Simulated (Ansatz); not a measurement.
Two shapes of singlet H14.

Shape 1:

```xyz
14

H     2.2392   -0.6766    0.2911
H     1.7390   -1.5855    0.1358
H     0.8943   -2.1805   -0.0463
H    -0.1274   -2.3435   -0.2193
H    -1.1240   -2.0424   -0.3488
H    -1.8979   -1.3368   -0.4092
H    -2.2959   -0.3664   -0.3886
H    -2.2392    0.6766   -0.2911
H    -1.7390    1.5855   -0.1358
H    -0.8943    2.1805    0.0463
H     0.1274    2.3435    0.2193
H     1.1240    2.0424    0.3488
H     1.8979    1.3368    0.4092
H     2.2959    0.3664    0.3886
```

Shape 2:

```xyz
14

H     1.8511    0.2520    1.2721
H     1.1161    0.1915    1.9560
H     0.1600    0.0930    2.2526
H    -0.8278   -0.0239    2.1030
H    -1.6517   -0.1360    1.5369
H    -2.1484   -0.2212    0.6663
H    -2.2195   -0.2626   -0.3362
H    -1.8511   -0.2520   -1.2721
H    -1.1161   -0.1915   -1.9560
H    -0.1600   -0.0930   -2.2526
H     0.8278    0.0239   -2.1030
H     1.6517    0.1360   -1.5369
H     2.1484    0.2212   -0.6663
H     2.2195    0.2626    0.3362
```

Basis set: 6-31G* (spherical functions). All electrons are correlated. Charge 0, multiplicity 1.

Computed with Ansatz (development build ahead of 0.2.0); each method stands on the lowest determinant of its kind that the runs found.

(1) Which shape is lower in energy, and by how much in each method?

## Answers

(1)

```tsv
method	E(2) − E(1) (eV)
RHF	-0.435
RHF-MP2	-0.370
```

Shape 2 is lower. Caution: stretched shape with no unrestricted run beside it, a lower state can exist. Caution for RHF-MP2: bonds are stretched, where a single reference can fail.
